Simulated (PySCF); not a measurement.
Species: C4H3Cl3.
Geometry (GFN2-xTB, Å), atoms numbered from 1 in this order:
```xyz
10
C4H3Cl3 angstrom
C      2.304    0.183    0.288
C      1.186   -0.236    0.361
C     -0.176   -0.725    0.445
C     -1.169    0.383    0.123
Cl    -2.834   -0.238    0.234
Cl    -0.905    0.999   -1.525
Cl    -0.993    1.734    1.266
H      3.288    0.541    0.226
H     -0.318   -1.543   -0.267
H     -0.374   -1.095    1.455
```

Theory: PySCF, TDDFT CAM-B3LYP/def2-SVPD, vertical, gas phase, core orbitals frozen in the response.

Transition dipole moments from the ground state, in atomic units and in the frame of the coordinates above (overall signs are arbitrary), for the states with f of 0.002 or more among the lowest 8:

```
state  E (hartree)      μx      μy      μz
   S3       0.2461  -0.143   0.118  -0.036
   S4       0.2531   0.007  -0.070  -0.264
   S5       0.2541  -0.203  -0.163   0.039
   S7       0.2637  -0.132   0.053  -0.018
   S8       0.2653  -0.003   0.034   0.128
```

Question: What oscillator strength does each state have?

Answer: f = (2/3) ΔE |μ|² with ΔE in hartree (27.2114 eV).

| state | \|μ\|² (au) | \|μ\| (D) | f |
| --- | --- | --- | --- |
| S3 | 0.036 | 0.48 | 0.006 |
| S4 | 0.075 | 0.70 | 0.013 |
| S5 | 0.070 | 0.67 | 0.012 |
| S7 | 0.020 | 0.36 | 0.004 |
| S8 | 0.018 | 0.34 | 0.003 |

Question: What is the point group, and which symmetry does each of these states have?

Answer: Cs. The ground state is totally symmetric, so the direction of μ fixes the label. Polarised normal to the mirror plane, so A″: S4 and S8. Polarised in the mirror plane, so A′: S3, S5 and S7.

Question: What angle do the transition dipoles of S4 and S5 make?

Answer: |cos θ| = |μa·μb| / (|μa| |μb|) = 0.00, so θ ≈ 90° (taken between 0 and 90°, since the signs are arbitrary).

Question: How is the summed strength of these states shared among x, y and z?

Answer: (2/3) Σ ΔE μα² gives 0.013 for x, 0.008 for y and 0.015 for z, 0.037 in all.
